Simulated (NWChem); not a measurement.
System: CH₄BClO; SMILES CB(O)Cl

The following NWChem deck was run.

```
start job
memory heap 200 mb stack 900 mb global 1100 mb
geometry units angstroms noautosym nocenter noautoz
  B      0.097110    -0.443373    -0.001260
  Cl    -0.070548     1.339058     0.001135
  C     -1.171569    -1.352848    -0.001085
  H     -1.780986    -1.156594     0.896111
  H     -0.912108    -2.420408    -0.026971
  H     -1.814901    -1.118988    -0.864457
  O      1.337523    -0.965340    -0.000530
  H      2.030665    -0.295000     0.001737
end
basis spherical
  B library cc-pvtz
  Cl library cc-pvtz
  C library cc-pvtz
  H library cc-pvtz
  O library cc-pvtz
end
dft
  xc b3lyp
  iterations 150
  semidirect filesize 400000000
end
property
  efieldgrad
end
task dft property
```

NWChem printed, in part:

```
             Northwest Computational Chemistry Package (NWChem) 7.3.0
             --------------------------------------------------------

                             Geometry "geometry" -> ""
                             -------------------------

 Output coordinates in angstroms (scale by  1.889725989 to convert to a.u.)

  No.       Tag          Charge          X              Y              Z
 ---- ---------------- ---------- -------------- -------------- --------------
    1 B                    5.0000     0.09711000    -0.44337300    -0.00126000
    2 Cl                  17.0000    -0.07054800     1.33905800     0.00113500
    3 C                    6.0000    -1.17156900    -1.35284800    -0.00108500
    4 H                    1.0000    -1.78098600    -1.15659400     0.89611100
    5 H                    1.0000    -0.91210800    -2.42040800    -0.02697100
    6 H                    1.0000    -1.81490100    -1.11898800    -0.86445700
    7 O                    8.0000     1.33752300    -0.96534000    -0.00053000
    8 H                    1.0000     2.03066500    -0.29500000     0.00173700

 Effective nuclear repulsion energy (a.u.)     142.0902682423

                              NWChem Property Module
                              ----------------------

  itol2e modified to match energy
  convergence criterion.

                                 NWChem DFT Module
                                 -----------------

 Summary of "ao basis" -> "ao basis" (spherical)
 ------------------------------------------------------------------------------
       Tag                 Description            Shells   Functions and Types
 ---------------- ------------------------------  ------  ---------------------
 B                          cc-pvtz                 10       30   4s3p2d1f
 Cl                         cc-pvtz                 12       34   5s4p2d1f
 C                          cc-pvtz                 10       30   4s3p2d1f
 H                          cc-pvtz                  6       14   3s2p1d
 O                          cc-pvtz                 10       30   4s3p2d1f

  itol2e modified to match energy
  convergence criterion.

            General Information
            -------------------
          SCF calculation type: DFT
          Wavefunction type:  closed shell.
          No. of atoms     :     8
          No. of electrons :    40
           Alpha electrons :    20
            Beta electrons :    20
          Charge           :     0
          Spin multiplicity:     1
          Use of symmetry is: off; symmetry adaption is: off
          Maximum number of iterations: 150
          AO basis - number of functions:   180
                     number of shells:    66
          Convergence on energy requested:  1.00D-07
          Convergence on density requested:  1.00D-05
          Convergence on gradient requested:  5.00D-04

              XC Information
              --------------
                         B3LYP Method XC Potential
                     Hartree-Fock (Exact) Exchange  0.200
                        Slater Exchange Functional  0.800 local
                    Becke 1988 Exchange Functional  0.720 non-local
              Lee-Yang-Parr Correlation Functional  0.810
                  VWN I RPA Correlation Functional  0.190 local

             Grid Information
             ----------------
          Grid used for XC integration:  fine
          Radial quadrature: Mura-Knowles
          Angular quadrature: Lebedev.
          Tag              B.-S. Rad. Rad. Pts. Rad. Cut. Ang. Pts.
          ---              ---------- --------- --------- ---------
          B                   0.85       70           9.0       590
          Cl                  1.00      123          11.0       770
          C                   0.70       70          11.0       590
          H                   0.35       60          11.0       590
          O                   0.60       70          10.0       590
          Grid pruning is: on
          Number of quadrature shells:   573
          Spatial weights used:  Erf1

[...]

          -----------------------
          Electric field gradient
          -----------------------

 1 a.u. = 0.324123 10**(16) esu/cm**3  ( or statvolts/cm**2 ) = 0.97174 10**(22) v/m**2

 ------------------------------------------------------------
   Atom      X         Y         Z
 ------------------------------------------------------------
    1 B    0.18351  -0.83785  -0.00238
 ------------------------------------------------------------

 Electric field gradient in molecular frame (a.u.)
         XX             YY             ZZ             XY             XZ             YZ
 ------------------------------------------------------------------------------------------
        0.298280       0.066016      -0.364297       0.094020       0.000734       0.000585

 Principal components (a.u.) and orientation
 of principal axis w.r.t. absolute frame                      Asymmetry parameter eta
 --------------------------------------------------------------------------------------
       -0.364298       0.331570       0.032728                       0.820322

       -0.000943       0.942659      -0.333755
       -0.001153       0.333754       0.942659
        0.999999       0.001274       0.000772

 ------------------------------------------------------------
   Atom      X         Y         Z
 ------------------------------------------------------------
    2 Cl  -0.13332   2.53045   0.00214
 ------------------------------------------------------------

 Electric field gradient in molecular frame (a.u.)
         XX             YY             ZZ             XY             XZ             YZ
 ------------------------------------------------------------------------------------------
        1.289853      -1.856364       0.566511       0.261186       0.002554      -0.002701

 Principal components (a.u.) and orientation
 of principal axis w.r.t. absolute frame                      Asymmetry parameter eta
 --------------------------------------------------------------------------------------
       -1.877902       1.311396       0.566507                       0.396660

       -0.082173       0.996614      -0.003011
        0.996617       0.082169      -0.001439
        0.001187       0.003119       0.999994

 ------------------------------------------------------------
   Atom      X         Y         Z
 ------------------------------------------------------------
    3 C   -2.21394  -2.55651  -0.00205
 ------------------------------------------------------------

 Electric field gradient in molecular frame (a.u.)
         XX             YY             ZZ             XY             XZ             YZ
 ------------------------------------------------------------------------------------------
        0.068325       0.007872      -0.076197       0.060701      -0.000279      -0.000537

 Principal components (a.u.) and orientation
 of principal axis w.r.t. absolute frame                      Asymmetry parameter eta
 --------------------------------------------------------------------------------------
        0.105910      -0.076200      -0.029710                       0.438959

        0.850215      -0.001082      -0.526435
        0.526428       0.007169       0.850189
       -0.002854       0.999974      -0.006665

 ------------------------------------------------------------
   Atom      X         Y         Z
 ------------------------------------------------------------
    4 H   -3.36558  -2.18565   1.69340
 ------------------------------------------------------------

 Electric field gradient in molecular frame (a.u.)
         XX             YY             ZZ             XY             XZ             YZ
 ------------------------------------------------------------------------------------------
        0.013785       0.122192      -0.135977       0.041670       0.184910      -0.059076

 Principal components (a.u.) and orientation
 of principal axis w.r.t. absolute frame                      Asymmetry parameter eta
 --------------------------------------------------------------------------------------
       -0.273786       0.139031       0.134755                       0.015618

       -0.550333       0.803928      -0.225465
        0.179565       0.377675       0.908360
        0.815408       0.459415      -0.352204

 ------------------------------------------------------------
   Atom      X         Y         Z
 ------------------------------------------------------------
    5 H   -1.72363  -4.57391  -0.05097
 ------------------------------------------------------------

 Electric field gradient in molecular frame (a.u.)
         XX             YY             ZZ             XY             XZ             YZ
 ------------------------------------------------------------------------------------------
        0.115958      -0.251422       0.135465       0.095878       0.002199      -0.009476

 Principal components (a.u.) and orientation
 of principal axis w.r.t. absolute frame                      Asymmetry parameter eta
 --------------------------------------------------------------------------------------
       -0.275170       0.139478       0.135691                       0.013763

       -0.238143       0.970531       0.036845
        0.970941       0.238826      -0.015332
        0.023680      -0.032123       0.999203

 ------------------------------------------------------------
   Atom      X         Y         Z
 ------------------------------------------------------------
    6 H   -3.42967  -2.11458  -1.63359
 ------------------------------------------------------------

 Electric field gradient in molecular frame (a.u.)
         XX             YY             ZZ             XY             XZ             YZ
 ------------------------------------------------------------------------------------------
       -0.000644       0.116821      -0.116177       0.052131      -0.188299       0.067782

[...]
```

Level: B3LYP/cc-pVTZ. Structure relaxed at the PBE0/def2-SVP level. NWChem prints the field gradient with the sign opposite to the second derivative of the potential.
